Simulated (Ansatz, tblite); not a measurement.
Removing and adding an electron: `CCC(C)(CC(C)(CC(C)(C)C(=O)OCc1ccccc1)C(=O)OC(C)(C)C)C(=O)OCC1CO1`. Charge 0, multiplicity 1. Geometry: PBE-D4/def2-SVP. Ansatz, gas phase; energy differences of separate SCF runs; the oxidised species was run as a doublet alone; the reduced species was run as a doublet alone.

Cartesian coordinates in Å:
```
C -5.313 1.342 -0.126
C -3.915 0.872 -0.536
C -2.802 1.103 0.529
C -2.595 2.599 0.813
C -1.478 0.343 0.164
C -0.474 0.880 -0.882
C -1.142 1.381 -2.182
C 0.493 -0.265 -1.353
C 1.308 -1.174 -0.378
C 2.160 -0.388 0.627
C 0.454 -2.232 0.361
C 2.273 -1.944 -1.300
O 3.487 -1.852 -1.286
O 1.596 -2.752 -2.156
C 2.397 -3.571 -3.048
C 2.779 -4.878 -2.400
C 3.973 -4.991 -1.657
C 4.304 -6.201 -1.029
C 3.447 -7.308 -1.132
C 2.255 -7.203 -1.867
C 1.925 -5.994 -2.496
C 0.372 2.017 -0.266
O 0.448 2.265 0.927
O 1.042 2.684 -1.228
C 1.935 3.821 -0.920
C 3.111 3.343 -0.062
C 2.412 4.257 -2.307
C 1.136 4.938 -0.240
C -3.264 0.342 1.784
O -3.600 -0.829 1.792
O -3.228 1.099 2.909
C -3.605 0.428 4.124
C -3.441 1.418 5.249
C -2.178 1.506 6.003
O -3.322 0.846 6.551
H -6.045 1.130 -0.932
H -5.351 2.433 0.070
H -5.673 0.818 0.784
H -3.622 1.380 -1.474
H -3.948 -0.215 -0.756
H -1.809 2.758 1.570
H -2.294 3.133 -0.110
H -3.529 3.065 1.182
H -0.906 0.223 1.105
H -1.786 -0.676 -0.144
H -1.803 0.593 -2.595
H -1.748 2.293 -2.019
H -0.377 1.625 -2.942
H -0.111 -0.938 -1.996
H 1.224 0.227 -2.031
H 2.837 -1.076 1.171
H 1.525 0.139 1.362
H 2.799 0.358 0.117
H 1.114 -2.987 0.836
H -0.222 -2.767 -0.334
H -0.154 -1.775 1.163
H 1.746 -3.738 -3.927
H 3.295 -2.995 -3.349
H 4.629 -4.113 -1.567
H 5.240 -6.279 -0.454
H 3.709 -8.257 -0.638
H 1.581 -8.069 -1.953
H 0.990 -5.913 -3.075
H 3.822 4.180 0.088
H 2.766 2.990 0.926
H 3.654 2.521 -0.570
H 1.554 4.565 -2.937
H 3.108 5.114 -2.219
H 2.940 3.427 -2.817
H 0.792 4.631 0.764
H 0.254 5.211 -0.854
H 1.774 5.839 -0.139
H -4.653 0.069 4.041
H -2.966 -0.465 4.289
H -4.081 2.322 5.183
H -1.332 0.851 5.717
H -1.896 2.463 6.483
```

The xTB rows come from tblite. Single mean-field runs in def2-SVP are fitted with def2-universal-jkfit.

| level | −HOMO (eV) | vertical IE (eV) | −LUMO (eV) | vertical EA (eV) | HOMO–LUMO gap (eV) | IE − EA (eV) | remarks |
| --- | --- | --- | --- | --- | --- | --- | --- |
| GFN1-xTB | 11.89 | 13.61 | 7.44 | 5.70 | 4.45 | 7.92 | – |
| GFN2-xTB | 10.88 | 12.44 | 6.52 | 4.78 | 4.36 | 7.66 | – |
| HF/def2-SVP | 9.16 | 7.80 | -3.24 | -2.18 | 12.40 | 9.98 | HOMO above zero (-1 doublet), spin-contaminated (⟨S²⟩ 0.85) (-1 doublet), spin-contaminated (⟨S²⟩ 0.88) (+1 doublet) |
| PBE0-D4/def2-SVP | 7.22 | 8.54 | 0.48 | -0.83 | 6.74 | 9.37 | HOMO above zero (-1 doublet) |

Relaxing the oxidised species (PBE-D4/def2-SVP) changes its energy by -0.22 eV at PBE0-D4/def2-SVP, so the adiabatic ionisation energy to this nearest minimum is 8.32 eV.  Relaxing the reduced species (PBE-D4/def2-SVP) changes its energy by -0.10 eV at PBE0-D4/def2-SVP, so the adiabatic electron affinity to this nearest minimum is -0.73 eV. The highest occupied level of the relaxed charge -1 doublet lies above zero (up to 1.60 eV). By energy differences, losing it releases 0.73 eV (each at its own geometry, to the charge 0 singlet, at PBE0-D4/def2-SVP).  Run but left out: PBE-D4/def2-SVP (charge +1 doublet: an occupied level 0.03 eV above an empty one); PBE-D4/def2-SVP (charge -1 doublet: an occupied level 0.03 eV above an empty one).   A HOMO above zero means that the electron is unbound at that level or that self-interaction error raises the level; the energy of removing that electron tells which. Raw xTB energy differences between charge states are shifted by several eV; the methods need an empirical correction for them. Sets without diffuse functions give affinities that are too small. A negative affinity means that the extra electron isn't bound; its size then hangs on the basis.
